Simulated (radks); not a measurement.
Question: These are the eigenvalues of the occupied orbitals of an atom or ion with whole-number occupations (hartree). Calculated with a radial shooting solver on a logarithmic mesh with Libxc functionals: scalar-relativistic Kohn-Sham, r2SCAN, spin-polarised, spherical densities, finite nucleus; meta-GGA in the generalised Kohn-Sham scheme; Fermi nuclear charge, rms radius of each element as measured or else 0.836 A^(1/3) + 0.57 fm.

| orbital | eigenvalue |
|---|---|
| 1s | -783.7642 |

Which element is it, and in what charge state? The configuration may be excited. Open shells, if any, are filled with parallel spins first.

Answer: Z = 40, zirconium, charge +38: Zr38+ in [He]. The 1s level, -783.76 hartree, gives Z - s = 39.6 by -(Z - s)^2/2, which with screening and relativity narrows Z to a few neighbours, and with so few levels the electron count can be read from the list.
